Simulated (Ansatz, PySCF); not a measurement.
Si(OH)4 cation (H4O4Si), SMILES O[Si](O)(O)O (connectivity only; charge and spin as stated), charge +1, multiplicity 2. Atoms are numbered in the order given.

```xyz
9

O     -0.9635    -0.5388     1.1328
Si     0.0000     0.0000    -0.1655
O      0.6442    -1.2584    -0.9008
O     -0.6442     1.2584    -0.9008
O      0.9635     0.5388     1.1328
H     -0.7283    -1.3743     1.5869
H      1.1000    -1.3204    -1.7493
H     -1.1000     1.3204    -1.7493
H      0.7283     1.3743     1.5869
```
Charge +1, spin multiplicity 2.

The structure is a stationary point at ωB97X-D3(BJ)/def2-SVP. The multiplicity is an assumed one; no other spin state was optimised. The isomer is the one that the SMILES or the coordinates give; other isomers of the formula were not compared. The values are those of a single conformer.

Two levels are set side by side: PBE-D3(BJ)/def2-SVP (Ansatz, an electronic-structure program) and ωB97X-D3(BJ)/def2-SVP (PySCF). Each level has its own optimised geometry; the coordinates shown are those of the second. Frequencies come from the Hessian of PySCF at each geometry. Differences are taken from unrounded values.

```
quantity                            ωB97X-D3(BJ)  PBE-D3(BJ)  PBE-D3(BJ) minus ωB97X-D3(BJ)
----------------------------------  ------------  ----------  -----------------------------
mean bond length (Å)                       1.311       1.320                          0.010
bond O1–Si2 (Å)                            1.704       1.669                         -0.035
bond Si2–O3 (Å)                            1.593       1.647                          0.053
bond Si2–O4 (Å)                            1.594       1.647                          0.053
bond Si2–O5 (Å)                            1.704       1.669                         -0.035
bond O1–H6 (Å)                             0.980       0.985                          0.005
bond O3–H7 (Å)                             0.965       0.980                          0.015
bond O4–H8 (Å)                             0.965       0.980                          0.015
bond O5–H9 (Å)                             0.980       0.985                          0.005
highest harmonic wavenumber (cm⁻¹)          3920        3695                           -225
mean harmonic wavenumber (cm⁻¹)             1174        1103                            -71
zero-point energy (kcal/mol)               35.25       33.12                          -2.12
```

Exact exchange shortens and stiffens bonds; PBE has none. Differences between two approximate levels are no errors against the true value.
